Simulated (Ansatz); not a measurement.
Ansatz (a program for electronic structure) input (wB97X-V/def2-TZVPD):

Ansatz 0.2 input:
```yaml
crystal:
  periodic: [false, false, false]
  atoms:
    - {symbol: Tl, position_ang: [-0.00000000, -0.00000000, -1.13760339]}
    - {symbol: I, position_ang: [0.00000000, 0.00000000, 1.73860141]}
basis:
  gaussian:
    orbitals: def2-TZVPD
hamiltonian:
  xc: {name: wB97X-V}
total_charge: 1
magnetization: {spin_polarized: true, initial_magnetization: 1}
```

End of the output:

```
integrals: 0.06 GiB planned
934 factors; their error is unknown
integrals: 0.09 GiB planned
235 factors; integrals over basis functions are off by at most 4.1e-5 eV
mean field: 0.79 GiB planned
mean field evaluation 1: about -12784.1322 eV, gradient 2.1e1 eV
mean field evaluation 2: about -12785.6720 eV, gradient 2.1e1 eV
mean field evaluation 4: about -12787.4536 eV, gradient 1.1e0 eV
mean field evaluation 8: about -12787.4819 eV, gradient 7.4e-2 eV
mean field evaluation 16: about -12787.6700 eV, gradient 7.7e-4 eV
mean field evaluation 32: about -12787.6677 eV, gradient 1.3e-1 eV
mean field -12787.66998101 eV, -469.9382040079 hartree, gradient 4.2e-6 eV, S^2 0.759884; 1 other end points of the search recorded, 0 dependent functions left out
reference -12787.66997998 eV, -469.9382039702 hartree; 23, 22 occupied and 92, 93 virtual orbitals, 934 factors
Total energy: -12787.66997998 eV, -469.9382039702 hartree
```

This state (charge 1, doublet) is run at the relaxed geometry of the species with charge 0 and multiplicity 1.
